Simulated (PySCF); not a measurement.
Compound: pentafluoropyridine, C5F5N.
SMILES with atom numbers: `[F:1][c:2]1[n:3][c:4]([F:5])[c:6]([F:7])[c:8]([F:9])[c:10]1[F:11]`

Geometry (PBE0-D3(BJ)/def2-TZVP, Å), atoms numbered from 1 in this order:
```xyz
11
C5F5N angstrom
F     -0.361   -2.734    0.307
C     -0.281   -1.425    0.159
N     -1.398   -0.755    0.084
C     -1.351    0.541   -0.063
F     -2.497    1.192   -0.137
C     -0.170    1.259   -0.143
F     -0.152    2.572   -0.290
C      1.014    0.542   -0.063
F      2.171    1.163   -0.133
C      0.970   -0.836    0.092
F      2.085   -1.540    0.169
```

Computed at PBE0/pcSseg-2 (PySCF, non-relativistic), with Q(14N) = 0.02044 b: N3, 14N (I = 1): χzz = -4.218 MHz, η = 0.003.

**Question.** Where would the pure quadrupole (NQR) lines of 14N at N3 fall for the rigid, isolated species?

**Answer.** From ν± = (3/4)|χ|(1 ± η/3) and ν0 = |χ|η/2: ν+ 3.167 MHz, ν− 3.161 MHz, ν0 0.006 MHz (pyridine-type nitrogen).

In a crystal, neighbours and librations shift these lines. Geometry: PBE0-D3(BJ)/def2-TZVP; no solvent, vibrations or thermal averaging.
